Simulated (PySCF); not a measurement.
PySCF input file for C2H6BFO, SMILES CCOBF, B3LYP-D3(BJ)/def2-SVP. Geometry: B3LYP-D3(BJ)/def2-SVP. This is a generated structure with no PubChem entry under its InChIKey; it may be hypothetical. One conformer was computed; it need not be the lowest.

```python
import numpy as np
from pyscf import gto, scf, dft, df
from pyscf.hessian import thermo

mol = gto.M(
    atom='''
    B    -1.04002500    0.96176233   -0.14750535
    H    -2.16415545    1.31976669   -0.38025005
    F    -0.01552654    1.76257456   -0.45735504
    O    -0.82525177   -0.23230758    0.42180656
    C     0.48200806   -0.73454731    0.71267758
    C     1.02798429   -1.53767601   -0.45516993
    H     1.15934337    0.09807922    0.96327666
    H     0.37714795   -1.36910396    1.60613263
    H     1.17501606   -0.89567329   -1.33775356
    H     1.99962935   -1.98431891   -0.19100003
    H     0.33494269   -2.34893190   -0.72618178
    ''',
    basis='def2-SVP',
    charge=0,
    spin=0,
    max_memory=1600,
    verbose=3,
)
mf = dft.RKS(mol, xc='b3lyp').density_fit(auxbasis='def2-universal-jkfit')
mf.disp = 'd3bj'
mf.grids.level = 3
mf.conv_tol = 1e-11
mf.max_cycle = 100
mf.kernel()

# [left out here: the lines that compute and print the analytic Hessian (its translational invariance restored by hand, since the grid's response is missing), thermochemistry and intensities]
```

It prints:

```
[...]
Mode                                 6                   7                   8
Irrep
Freq [cm^-1]                      814.8871            851.2662            913.3912
Reduced mass [au]                   1.1198              2.4142              1.6562
Force const [Dyne/A]                0.4381              1.0308              0.8141
Char temp [K]                    1172.4411           1224.7825           1314.1665
Normal mode                   x     y     z       x     y     z       x     y     z
       0   B                 0.03 -0.02  0.01   -0.06  0.06 -0.02    0.01 -0.08 -0.17
       1   H                 0.02 -0.03  0.03   -0.00  0.20 -0.13   -0.04  0.33  0.68
       2   F                 0.00  0.01 -0.00    0.01  0.01 -0.01   -0.00  0.01  0.03
       3   O                -0.01 -0.02  0.01   -0.11 -0.01  0.00   -0.00  0.02  0.03
       4   C                 0.01  0.06 -0.04    0.10 -0.02  0.09    0.00 -0.00  0.00
       5   C                 0.01  0.04 -0.01    0.09 -0.06 -0.03    0.00 -0.00  0.00
       6   H                -0.09  0.00  0.44   -0.02  0.06  0.14   -0.00  0.01 -0.00
       7   H                -0.09 -0.33 -0.32    0.03 -0.01  0.08   -0.00  0.01  0.01
       8   H                 0.04 -0.36 -0.30   -0.12 -0.00 -0.03   -0.01  0.01  0.01
       9   H                -0.10 -0.11  0.13    0.10 -0.25 -0.40    0.01 -0.01 -0.03
      10   H                -0.17  0.05  0.41   -0.13  0.10  0.06   -0.00  0.00 -0.00
Mode                                 9                  10                  11
Irrep
Freq [cm^-1]                     1021.9613           1105.5163           1114.6206
Reduced mass [au]                   2.3195              1.5378              2.1022
Force const [Dyne/A]                1.4273              1.1073              1.5388
Char temp [K]                    1470.3748           1590.5918           1603.6909
Normal mode                   x     y     z       x     y     z       x     y     z
       0   B                -0.06  0.04 -0.03   -0.11 -0.00 -0.01    0.06 -0.00  0.01
       1   H                 0.03  0.29 -0.12   -0.37 -0.62  0.26    0.12  0.09 -0.07
       2   F                 0.01  0.01 -0.00    0.09  0.04 -0.01   -0.04 -0.02  0.01
       3   O                -0.04 -0.03 -0.00   -0.02  0.00  0.01    0.01  0.02  0.02
       4   C                 0.13 -0.10 -0.05    0.01 -0.03 -0.04   -0.04 -0.04 -0.14
       5   C                -0.07  0.07  0.07    0.01  0.01  0.04    0.06  0.02  0.11
       6   H                 0.19 -0.13 -0.11   -0.00 -0.02 -0.05   -0.06 -0.03 -0.13
       7   H                 0.21 -0.17 -0.09    0.00 -0.03 -0.05   -0.06 -0.00 -0.12
       8   H                 0.05  0.05  0.08   -0.08  0.06  0.07   -0.27  0.16  0.16
       9   H                -0.08  0.16  0.28    0.02 -0.04 -0.06    0.08 -0.15 -0.26
      10   H                 0.01 -0.01  0.10   -0.07  0.07  0.06   -0.23  0.25  0.15
Mode                                12                  13                  14
Irrep
Freq [cm^-1]                     1177.0026           1221.3219           1313.6449
Reduced mass [au]                   1.7059              3.1365              1.1590
Force const [Dyne/A]                1.3923              2.7565              1.1784
Char temp [K]                    1693.4446           1757.2103           1890.0425
Normal mode                   x     y     z       x     y     z       x     y     z
       0   B                -0.05  0.03 -0.02    0.15  0.02 -0.00    0.04  0.06 -0.02
       1   H                -0.03  0.08 -0.04   -0.00 -0.37  0.18   -0.03 -0.11  0.05
       2   F                 0.01  0.00 -0.00   -0.06 -0.04  0.02   -0.02 -0.02  0.01
       3   O                 0.06 -0.00  0.00   -0.09  0.08 -0.05    0.00  0.02 -0.01
       4   C                -0.09 -0.10  0.05    0.06 -0.06  0.03    0.01  0.01  0.01
       5   C                 0.05  0.08 -0.03    0.00  0.04 -0.02   -0.03 -0.05  0.03
       6   H                -0.24  0.12 -0.30    0.12 -0.07 -0.12   -0.42  0.30  0.15
       7   H                 0.33  0.05  0.22    0.02  0.07  0.12    0.57 -0.35 -0.17
       8   H                -0.00 -0.20 -0.24    0.05 -0.09 -0.10   -0.00  0.10  0.14
       9   H                -0.09 -0.16  0.06   -0.05 -0.02  0.07    0.04  0.07 -0.04
      10   H                -0.08  0.07  0.28    0.00 -0.00  0.12    0.05 -0.05 -0.18
Mode                                15                  16                  17
Irrep
Freq [cm^-1]                     1373.3097           1405.6392           1457.3686
Reduced mass [au]                   1.3418              1.4217              1.1525
Force const [Dyne/A]                1.4910              1.6551              1.4422
Char temp [K]                    1975.8869           2022.4019           2096.8289
Normal mode                   x     y     z       x     y     z       x     y     z
       0   B                -0.01 -0.07  0.03   -0.02 -0.06  0.03   -0.01 -0.07  0.03
       1   H                 0.03  0.04 -0.03    0.03  0.05 -0.03    0.04  0.04 -0.01
       2   F                 0.01  0.01 -0.00    0.01  0.01 -0.00    0.01  0.01 -0.00
       3   O                 0.00  0.04 -0.00    0.00  0.04 -0.01   -0.01  0.03 -0.02
       4   C                 0.07 -0.06 -0.03    0.06 -0.05 -0.03    0.00  0.03  0.03
       5   C                 0.00 -0.04 -0.07   -0.06  0.07  0.07    0.03  0.02 -0.02
       6   H                -0.43  0.29  0.14   -0.29  0.20  0.03    0.06  0.04 -0.19
       7   H                -0.25  0.20  0.12   -0.20  0.10  0.03    0.01 -0.23 -0.17
       8   H                -0.04  0.27  0.16    0.22 -0.24 -0.11   -0.38  0.25  0.09
       9   H                -0.02  0.16  0.32   -0.05 -0.20 -0.39   -0.27 -0.49  0.22
      10   H                -0.17  0.02  0.24    0.34 -0.20 -0.17    0.31 -0.25  0.04
Mode                                18                  19                  20
Irrep
Freq [cm^-1]                     1464.7930           1475.9758           1517.8670
Reduced mass [au]                   1.4018              1.1140              1.6146
Force const [Dyne/A]                1.7721              1.4299              2.1917
Char temp [K]                    2107.5110           2123.6005           2183.8727
Normal mode                   x     y     z       x     y     z       x     y     z
       0   B                -0.02 -0.11  0.05    0.01  0.05 -0.02   -0.03 -0.13  0.06
       1   H                 0.06  0.07 -0.02   -0.02 -0.03  0.01    0.07  0.08 -0.03
       2   F                 0.01  0.02 -0.01   -0.01 -0.01  0.00    0.02  0.02 -0.01
       3   O                -0.01  0.06 -0.03    0.01 -0.03  0.01   -0.03  0.07 -0.04
       4   C                -0.01  0.01  0.07   -0.03  0.02 -0.01   -0.04 -0.00 -0.03
       5   C                -0.00 -0.03  0.00   -0.03  0.00 -0.04    0.00 -0.00 -0.00
       6   H                 0.05  0.10 -0.47    0.05 -0.04 -0.02    0.15 -0.27  0.36
       7   H                -0.08 -0.38 -0.23   -0.01 -0.01 -0.03    0.51  0.17  0.16
       8   H                 0.25 -0.05  0.02    0.45  0.32  0.29    0.08  0.04  0.05
       9   H                 0.17  0.25 -0.15   -0.01 -0.12 -0.28    0.03 -0.00 -0.09
      10   H                -0.20  0.12  0.09    0.10 -0.30  0.55   -0.02 -0.02  0.09
Mode                                21                  22                  23
Irrep
Freq [cm^-1]                     2662.7056           3035.6810           3049.9772
Reduced mass [au]                   1.1017              1.0361              1.0602
Force const [Dyne/A]                4.6021              5.6257              5.8106
Char temp [K]                    3831.0405           4367.6691           4388.2381
Normal mode                   x     y     z       x     y     z       x     y     z
       0   B                 0.09 -0.03  0.02   -0.00 -0.00  0.00   -0.00  0.00 -0.00
       1   H                -0.89  0.28 -0.18   -0.00  0.00 -0.00    0.00 -0.00  0.00
       2   F                -0.00 -0.00  0.00    0.00  0.00 -0.00   -0.00 -0.00  0.00
       3   O                -0.00  0.00 -0.00   -0.00  0.00 -0.00    0.00 -0.00  0.00
       4   C                -0.00  0.00  0.00    0.00 -0.00 -0.00    0.03  0.02  0.05
       5   C                 0.00 -0.00 -0.00   -0.02  0.02  0.04   -0.01 -0.00 -0.01
       6   H                -0.00 -0.00 -0.00   -0.01 -0.01 -0.00   -0.47 -0.59 -0.16
       7   H                 0.00  0.00 -0.01    0.00  0.01 -0.01    0.07  0.35 -0.46
       8   H                -0.00  0.00  0.00    0.07  0.34 -0.46   -0.01 -0.02  0.03
       9   H                -0.00 -0.00 -0.00    0.51 -0.23  0.15    0.05 -0.02  0.02
      10   H                 0.00  0.00  0.00   -0.35 -0.40 -0.13    0.03  0.04  0.01
Mode                                24                  25                  26
Irrep
Freq [cm^-1]                     3100.6197           3123.1471           3131.0272
Reduced mass [au]                   1.1087              1.1035              1.1064
Force const [Dyne/A]                6.2801              6.3419              6.3906
Char temp [K]                    4461.1014           4493.5133           4504.8510
Normal mode                   x     y     z       x     y     z       x     y     z
       0   B                -0.00  0.00  0.00   -0.00  0.00  0.00   -0.00 -0.00  0.00
       1   H                 0.00 -0.00  0.00    0.00 -0.00  0.00    0.00 -0.00  0.00
       2   F                 0.00  0.00  0.00    0.00 -0.00 -0.00    0.00  0.00 -0.00
       3   O                 0.00  0.00 -0.00   -0.00  0.00 -0.00    0.00  0.00 -0.00
       4   C                -0.03 -0.07  0.04   -0.00 -0.01  0.01   -0.01 -0.03  0.01
       5   C                 0.01  0.03 -0.02    0.06 -0.03  0.05   -0.05 -0.06  0.02
       6   H                 0.31  0.40  0.12    0.01  0.01  0.00    0.14  0.18  0.05
       7   H                 0.07  0.40 -0.56    0.02  0.09 -0.13    0.03  0.15 -0.22
       8   H                -0.04 -0.17  0.23    0.07  0.28 -0.37    0.06  0.31 -0.43
       9   H                 0.07 -0.02  0.02   -0.66  0.30 -0.18    0.10 -0.06  0.03
      10   H                -0.15 -0.17 -0.06   -0.18 -0.23 -0.06    0.44  0.50  0.17
temperature 298.1500 [K]
pressure 101325.00 [Pa]
Rotational constants [GHz] 9.82454 3.33708 2.87506
Symmetry number 1
Zero-point energy (ZPE) 0.08696 [Eh]   228326.453 [J/mol]
                           tot       elec      trans        rot        vib
Entropy [J/mol/K]       323.587      0.000    162.737    107.263     53.586
Cv [J/mol/K]             80.638      0.000     12.472     12.472     55.694
Cp [J/mol/K]             88.952      0.000     20.786     12.472     55.694
Internal energy [J/mol]                      3718.434   3718.434 236511.139
Internal energy [Eh]   -279.55748  -279.65039
Enthalpy [J/mol]                             6197.391   3718.434 236511.139
Enthalpy [Eh]          -279.55653
Gibbs free energy [J/mol]                  -42322.721 -28262.085 220534.361
Gibbs free energy [Eh] -279.59328
mode   freq/cm-1   IR/(km/mol)
   1       39.43         0.044
   2      205.41         3.254
   3      233.39         1.687
   4      287.99         3.309
   5      455.38         7.213
   6      619.87        12.134
   7      814.89         1.585
   8      851.27         6.784
   9      913.39        53.589
  10     1021.96        11.343
  11     1105.52        15.993
  12     1114.62         6.866
  13     1177.00        23.736
  14     1221.32       140.502
  15     1313.64        17.621
  16     1373.31        92.942
  17     1405.64        94.408
  18     1457.37        69.531
  19     1464.79        90.417
  20     1475.98        26.251
  21     1517.87       148.217
  22     2662.71       166.497
  23     3035.68        11.466
  24     3049.98        32.944
  25     3100.62         8.083
  26     3123.15        22.660
  27     3131.03        26.562
max |gradient| / (hartree/bohr): 0.00026415645045759466
APT charges: [ 1.1882 -0.1947 -0.5533 -0.9231  0.5824  0.0074 -0.0476 -0.0469 -0.0059
 -0.0049 -0.0016]
```

The calculation finished and met its thresholds.

Cost: very roughly 2.4 core-minutes.
